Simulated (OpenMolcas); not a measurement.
# Ce3+: effect of the metal basis and ligand basis

Ce3+ with 8 ligands (oxide) in cubic eightfold coordination (Oh) at 2.52 Å. A charge of +1.62 e stands 2.6 Å behind each ligand.

```json
{
 "Program": "OpenMolcas 26.06",
 "Method": "SS-CASPT2, IPEA 0.25 Eh, imaginary shift 0.1 Eh (closed shells correlated: 5s 5p and the ligand valence shells)",
 "Spin-orbit coupling": "state interaction with AMFI integrals over the reference wave functions"
}
```

Fixed: active space 1 electron in 7 orbitals (4f), DKH2 Hamiltonian.

States (labels of O, the rotations of Oh). Energies in cm-1 above the lowest state or level, χT in cm3 K/mol; under a threefold ground state the first gap can be a small split of the lowest multiplet, not the spin-orbit step.

```
Run   Metal basis  Ligand basis  Ground state  First state of that spin  First gap with spin-orbit (degeneracies)  Width of lowest J  χT at 300 K                     Cost
  A  ANO-RCC-VDZP  ANO-RCC-VDZP           2T1                   2T2 280                                630 (4, 2)                625        0.658  roughly 50 core-seconds
  B  ANO-RCC-VTZP  ANO-RCC-VTZP           2T1                   2T2 380                                390 (4, 2)                392        0.720   roughly 9 core-minutes
```

Against A, the width of the lowest J multiplet changes by -37.3 % in B.

Costs are those of the CASPT2 steps.

Roots that are degenerate in the reference are averaged as groups; the widest CASPT2 spread within a group is 10 cm-1 (the 3-fold group of multiplicity 2 near 0 cm-1 above the lowest state of its run, A). Shifts and gaps below about the spread of the groups concerned are not significant. Over all roots computed the reference weight is 0.58 in A, 0.53 in B; a low but even weight reflects the number of correlated electrons. The oxide ions are held by bare point charges, a crude embedding. Splittings of an f shell from a small cluster at a set distance can be off by tens of per cent, mostly too small. No measured value stands beside these numbers; the geometry was imposed, not optimised, and the real ion may take another.
